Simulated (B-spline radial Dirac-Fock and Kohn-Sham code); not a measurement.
**Gd 5p3/2: cross section and angular parameters**

System: the Gd atom in the configuration 1s2 2s2 2p6 3s2 3p6 3d10 4s2 4p6 4d10 4f7 5s2 5p6 5d1 6s2; threshold 29.51 eV (orbital energy of the model). Model: Dirac-Hartree-Slater photoionisation with a Latter tail; cross sections with all multipoles, angular parameters from the dipole term and its interference with E2. Program: an atomic code on a B-spline grid.

For linearly polarised light dσ/dΩ = σ/(4π) [1 + β P₂(cos θ) + (δ + γ cos²θ) sin θ cos φ], with θ from the polarisation vector and φ the angle between the beam and the projection of the electron momentum on the plane normal to the polarisation.

```
hν (eV)  σ (kb)       β       γ       δ
   60.4     855   1.238   0.293  -0.028
   68.6     572   0.820   0.345  -0.035
   98.9     247  -0.118   0.156  -0.018
    111     208  -0.192   0.062  -0.005
    172     129   0.201  -0.060   0.030
    200     111   0.410  -0.022   0.033
    231    96.5   0.601   0.031   0.033
    243    91.7   0.665   0.051   0.032
    268    82.7   0.782   0.091   0.030
    400    52.5   1.165   0.219   0.018
    441    46.6   1.238   0.235   0.015
    799    20.9   1.551   0.185   0.002
   1100    12.8   1.648   0.089   0.000
 1253.6    10.3   1.677   0.049   0.000
 1486.9       ?       ?       ?       ?
   2080    4.21   1.740  -0.037   0.002
   2780    2.40   1.745   0.003   0.004
   3100    1.92   1.743   0.039   0.005
   3660    1.36   1.733   0.119   0.006
   3870    1.21   1.729   0.152   0.007
   4000    1.12   1.726   0.172   0.007
   6000   0.452   1.672   0.513   0.014
   6630   0.357   1.654   0.619   0.017
   7080   0.306   1.641   0.694   0.019
   9130   0.163   1.584   1.011   0.029
 9251.7   0.158   1.580   1.029   0.030
   9550   0.146   1.572   1.071   0.032
  12000  0.0804   1.507   1.386   0.047
  12400  0.0737   1.497   1.433   0.049
  14100  0.0521   1.456   1.618   0.061
```

Question: Give the values at Al Kα (taken as 1486.9 eV).

Answer: σ = 7.72 kb, β = 1.706, γ = 0.004, δ = 0.000.

Values without a named source are computed, but for edge energies of neutral atoms, which are taken from tables.
